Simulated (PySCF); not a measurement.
**Ionisation energy of F(2+) by level of theory**

F(2+) [He] 2s2 2p3 (4S) → F(3+) [He] 2s2 2p2 (3P), as a difference of total energies. Calculation: PySCF 2.14, in aug-cc-pV5Z; no relativity, point nucleus. Correlated levels: valence: 1s2 frozen. The calculations carry no spin-orbit coupling.

```json
{"method": "UHF", "ionisation energy (eV)": "62.256"}
{"method": "LDA", "ionisation energy (eV)": "63.186"}
{"method": "PBE", "ionisation energy (eV)": "62.855"}
{"method": "PBE0", "ionisation energy (eV)": "62.933"}
{"method": "r2SCAN", "ionisation energy (eV)": "63.167"}
{"method": "BHandHLYP", "ionisation energy (eV)": "62.818"}
{"method": "HSE06", "ionisation energy (eV)": "62.923"}
{"method": "PW91", "ionisation energy (eV)": "62.991"}
{"method": "MP2 (valence)", "ionisation energy (eV)": "62.917"}
{"method": "SCS-MP2 (valence)", "ionisation energy (eV)": "62.639"}
```

A first-order spin-orbit estimate (lowest level to lowest level, LS coupling) adds -0.054 eV.

Errors of the correlated levels include the incompleteness of this basis and the frozen core.

Which method comes closest to the reference value, and which is furthest?

The reference is 62.708 eV (semi-empirical (NIST evaluation); NIST Atomic Spectra Database, ionization energies). Closest: BHandHLYP (error 0.056 eV); furthest: UHF (error -0.507 eV), both after the spin-orbit estimate.
